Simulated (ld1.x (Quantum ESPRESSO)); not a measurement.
What one change does to a pseudopotential (Ge (Z = 32), TM)

```
Element                 : germanium (Ge)
Generator               : ld1.x (Quantum ESPRESSO) 7.5
Type                    : norm-conserving Troullier–Martins (Kleinman–Bylander form)
Functional              : PBE
Relativity              : scalar-relativistic
Frozen core             : [Ar] 3d10
Valence charge          : 4
Reference configuration : 4s2 4p2
Partial waves           : 4s (bound): rc 1.75 bohr; 4p (bound): rc 2.35 bohr; 4d channel at 0.2 Ry: rc 2.25 bohr
Local potential         : all-electron potential smoothed inside 2.00 bohr (lloc = -1)
Core correction         : none
```

All-electron outer shells of the reference configuration (PBE, scalar-relativistic, ld1.x):

```json
{"shell": "3p", "level (eV)": "-115.62", "outermost node (bohr)": "0.23", "outermost maximum (bohr)": "0.54"}
{"shell": "3d", "level (eV)": "-29.31", "outermost node (bohr)": "–", "outermost maximum (bohr)": "0.50"}
{"shell": "4s", "level (eV)": "-11.73", "outermost node (bohr)": "0.77", "outermost maximum (bohr)": "1.75"}
{"shell": "4p", "level (eV)": "-3.90", "outermost node (bohr)": "0.82", "outermost maximum (bohr)": "2.22"}
```

Change: functional BLYP.

Cutoffs: the cutoffs (Ry, on a coarse ladder) from which the occupation-weighted sum of valence levels, in a spherical-Bessel basis at the reference potential, stays within 10 and 1 mRy of its value at 400 Ry; they do not see the model core or the augmentation charge, which bear on the density cutoff. Errors are all-electron minus pseudo energies relative to the spin-unpolarised reference configuration.

Question: Predict the effect on cutoff, ghosts and configuration errors.

Answer: The potential gets neither clearly harder nor softer (18 Ry and 40 Ry → 18 Ry and 40 Ry); of the 7 tests that both files solve, the error grows in 7 and shrinks in 0 by more than 15 % and 0.3 meV (median size 6.9 → 18.4 meV); neither file shows a bound ghost.

| quantity | base | changed |
| --- | --- | --- |
| cutoff, loose | 18 Ry | 18 Ry |
| cutoff, tight | 40 Ry | 40 Ry |
| bound ghosts | none | none |
| error for 4s2 4p1, meV [ΔE 7.44 → 7.36 eV] | -2.3 | +12 |
| error for 4s2 4p0, meV [ΔE 22.88 → 22.82 eV] | -6.9 | +80 |
| error for 4s1 4p0, meV [ΔE 57.67 → 57.77 eV] | +77 | +352 |
| error for 4s1 4p2, meV [ΔE 16.16 → 16.11 eV] | +8.2 | +23 |
| error for 4s2 4p1.5, meV [ΔE 2.80 → 2.75 eV] | -0.5 | +2.0 |
| error for 4s1 4p3, meV [ΔE 7.97 → 8.03 eV] | +11 | +18 |
| error for 4s2 4p2.3, meV [ΔE -0.88 → -0.85 eV] | +0.1 | +0.6 |
| s: phases at 2.56 bohr within 0.05 rad from the reference energy up to (Ry; the scan ends near 5) | 2.0 | 2.0 |
| p: phases at 2.56 bohr within 0.05 rad from the reference energy up to (Ry; the scan ends near 5) | 2.8 | 2.7 |
| d: phases at 2.56 bohr within 0.05 rad from the reference energy up to (Ry; the scan ends near 5) | 0.9 | 0.9 |
